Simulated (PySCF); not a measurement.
**Assigning NMR signals**

Bonds (- single, = double, # triple, : aromatic): C1-C2, C2-O3, O3-Si4, Si4-O5, O5-C6, C6-C7. C1 carries H8, H9, H10; C2 carries H11, H12; Si4 carries H13, H14; C6 carries H15, H16; C7 carries H17, H18, H19.

PySCF 2.14.0 with density-fitted response routines calculation with structure optimised with GFN2-xTB and shielding tensors at PBE0/pcSseg-1 (GIAO); non-relativistic Hamiltonian, single conformer, averaged over atoms made equivalent by symmetry, fast rotation or ring inversion, no solvent model.

References, each an isolated molecule treated in the same way: ¹³C and ¹H against TMS.

(1) Assign these signals to the numbered atoms. ¹³C{¹H} NMR (computed): δ 60.8, 20.6.

(2) Assign these signals to the numbered atoms. ¹H NMR (300 MHz, computed): δ 4.81 (s, 2H), 3.99 (q, 4H), 1.32 (t, 6H).

## Answers

(1) 
60.8 → C2/C6, sp3 CH2 bonded to O: the inductive effect lowers its shielding
20.6 → C1/C7, methyl carbon: aliphatic region, no heteroatom directly attached

(2) 
4.81 → H13/H14, hydrogen on a silicon bonded to 2 O
3.99 → H11/H12/H15/H16, hydrogen on an sp3 CH2 bonded to O: its carbon carries O, hence the downfield position
1.32 → H8/H9/H10/H17/H18/H19, hydrogen on a methyl carbon

Shifts are as computed. Against solution values, carbons near 30 ppm lie about +3 ppm off and those near 130 ppm about +5 ppm. Of 1211 compounds with measured shifts, 218 miss one by over three times the rms of a fit or turn the order of signals round; such compounds aren't used in these exercises. No couplings were computed; multiplicities are counted from neighbouring protons, with m where these are inequivalent, close in shift, in a saturated or five-membered ring or joined by F or P, and br s for small geminal =CH2 splittings.
